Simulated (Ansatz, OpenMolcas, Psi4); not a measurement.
How methods differ on I2 (iodine)

I2 has 2 atoms, charge 0, and is taken as a singlet. As SMILES, `II`. The shape is that of a PBE0-D4/def2-TZVP optimisation.

```jsonl
{"atom": "I", "x (Å)": "0.0000", "y (Å)": "0.0000", "z (Å)": "0.0047"}
{"atom": "I", "x (Å)": "0.0000", "y (Å)": "0.0000", "z (Å)": "2.6604"}
```

Quantity: the atomisation enthalpy at 298 K, in kJ/mol. The values are calculated. The thermal term (zero-point and 298 K enthalpy, harmonic and unscaled) is that of PBE0-D4/def2-TZVP; the spin-orbit lowering of the free atoms at 298 K, 60.6 kJ/mol by their spectra, is taken off.

**What was measured.** Active Thermochemical Tables gives the atomisation enthalpy at 298 K of the gas as 151 kJ/mol.

| level | kind | program | value (kJ/mol) | computed − measured | CPU time (all runs) |
| --- | --- | --- | --- | --- | --- |
| HF/def2-TZVPP (core potential) | Hartree–Fock | OpenMolcas | -1 | -152 | 14 s |
| SVWN5/def2-TZVPP (core potential) | LDA | Ansatz | 210 | +59 | 5.9 s |
| BLYP/def2-TZVPP (core potential) | GGA | Psi4 | 126 | -25 | 48 s |
| M06-L/def2-TZVPP (core potential) | meta-GGA | OpenMolcas | 140 | -11 | 27 s |
| BHLYP/def2-TZVPP (core potential) | global hybrid | Ansatz | 97 | -54 | 9.9 s |
| HSE06/def2-TZVPP (core potential) | range-separated hybrid | Ansatz | 136 | -15 | 12 s |
| B2PLYP/def2-TZVPP (core potential) | double hybrid | Ansatz | 122 | -29 | 12 s |
| CCSD/def2-TZVPP (core potential) | coupled cluster or CI | Psi4 | 99 | -52 | 91 s |
| FCI/STO-3G | exact in the basis | Ansatz | 123 | -28 | 0.84 s |

Nearest: M06-L/def2-TZVPP (core potential) (-11 kJ/mol); farthest: HF/def2-TZVPP (core potential) (-152 kJ/mol). Computed less measured by kind, in kJ/mol (of the ab initio rows, those in def2-TZVPP): Hartree–Fock -152; LDA +59; GGA -25; meta-GGA -11; global hybrid -54; range-separated hybrid -15; double hybrid -29; coupled cluster or CI -52. Wave-function methods converge slowly with the basis and bind too weakly in sets of this size; that is part of their error here. All-electron rows without a relativistic Hamiltonian named are non-relativistic, while core potentials hold scalar relativity, so basis and relativity change together. High-level rows in very small sets aren't better than simpler rows in larger ones. In the correlated wave-function rows the outer d shell of I is correlated, in sets not made for it. Times are those of the runs behind each value, whatever else they computed, on shared processors of several kinds: orders of magnitude only.
